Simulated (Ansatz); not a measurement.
`[CH3][SnH]([OH])[Cl]` → `[CH3]`• + `[OH][SnH][Cl]`•  (homolysis of the C–Sn bond)

Isolated molecules relaxed with PBE0-D4/def2-TZVP in Ansatz; ΔE leaves out vibrations. CCSD(T)/CBS is the MP2 limit (def2-TZVPP, def2-QZVPP) plus CCSD(T) − MP2 in def2-TZVPP, frozen cores. This one scheme is used for every species. DFT in def2-TZVPP. HSE06 is defined as in plane-wave codes. Open shells (•) are unrestricted, without spin–orbit coupling. Elements past krypton have def2 core potentials. For Sn outer-core shells are correlated without core-valence functions, which leaves a few kJ/mol of doubt a bond. Each species was taken in one conformer, which may not be the lowest.

| level | ΔE (kJ/mol) | difference from CCSD(T)/CBS |
| --- | --- | --- |
| LDA (SPW92) | 338.7 | 22.5 |
| r2SCAN-D4 | 270.4 | -45.8 |
| B2PLYP | 285.5 | -30.7 |
| HSE06 | 285.4 | -30.8 |
| RPA@PBE/def2-TZVPP | 294.2 | -22.0 |
| CCSD/def2-SVP | 285.9 | -30.3 |
| MP2/def2-TZVPP | 321.2 | 5.0 |
| CCSD(T)/def2-TZVPP | 305.7 | -10.5 |
| SCS-MP2/def2-QZVPP | 322.1 | 5.9 |
| HF/CBS(def2) | 200.8 | -115.4 |
| CCSD(T)/CBS | 316.2 | 0 |

Largest T1 diagnostic among the species: 0.017.

From BLYP to BHLYP (50 % exact exchange), in def2-TZVPP and without D4, ΔE moves by +20.6 kJ/mol. In def2-TZVPP, CCSD(T) changes the Hartree–Fock value by +104.5 kJ/mol (the triples alone add +8.3 kJ/mol) and MP2 by +120.0 kJ/mol; breaking electron pairs costs correlation energy, which Hartree–Fock lacks. Leaving LDA and LC-ωPBE aside and taking each functional with its dispersion term where it has one, the values, not all of them listed here, spread over 45.4 kJ/mol, from BLYP-D4 to ωB97X-V. LDA lies +60.3 kJ/mol from PBE without D4, its usual overbinding.

CCSD(T)/CBS has its own doubt, a few kJ/mol and more with outer-core shells, so smaller differences from it don't rank the levels.
